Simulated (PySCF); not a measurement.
An equivalent PySCF input for B⁺ (boron, charge +1), [He] 2s2, closed-shell 1S, with the spin-free X2C one-electron Hamiltonian (Gaussian nucleus):

```python
from pyscf import gto, scf, dft, mp, cc
import basis_set_exchange as bse
mol = gto.M(atom="B 0 0 0", charge=1, spin=0, symmetry="D2h",
            basis=gto.basis.parse(bse.get_basis("jorge-DZP-DKH", elements=["B"], fmt="nwchem", header=False)),
            nucmod="G")
mf = dft.UKS(mol, xc="MN15").sfx2c1e()
mf.irrep_nelec = {'Ag': (2, 2)}
mf.kernel()
```

It reaches the same state as the run whose output follows, with an energy that differs only through the grid. The run itself started from symmetry-adapted Hartree-Fock orbitals and held the occupation by maximum overlap, on a logarithmic radial grid, so the iterations belong to that start.

```
SCF conv_tol = 1e-09
number electrons alpha = 2  beta = 2
XC functionals = MN15
    H. S. Yu, X. He, S. L. Li, and D. G. Truhlar.,  Chem. Sci. 7, 5032-5051 (2016)
    H. S. Yu, X. He, S. L. Li, and D. G. Truhlar.,  Chem. Sci. 7, 5032-5051 (2016)
cycle= 1 E= -24.3333877846726  delta_E= -0.00114  |g|= 0.00716  |ddm|= 0.037
cycle= 2 E= -24.3333913160568  delta_E= -3.53e-06  |g|= 0.000955  |ddm|= 0.00316
cycle= 3 E= -24.333391365674  delta_E= -4.96e-08  |g|= 1.01e-05  |ddm|= 0.000127
cycle= 4 E= -24.3333913657199  delta_E= -4.6e-11  |g|= 6.08e-07  |ddm|= 2.11e-05
converged SCF energy = -24.3333913657199  <S^2> = -5.7731597e-15  2S+1 = 1
```
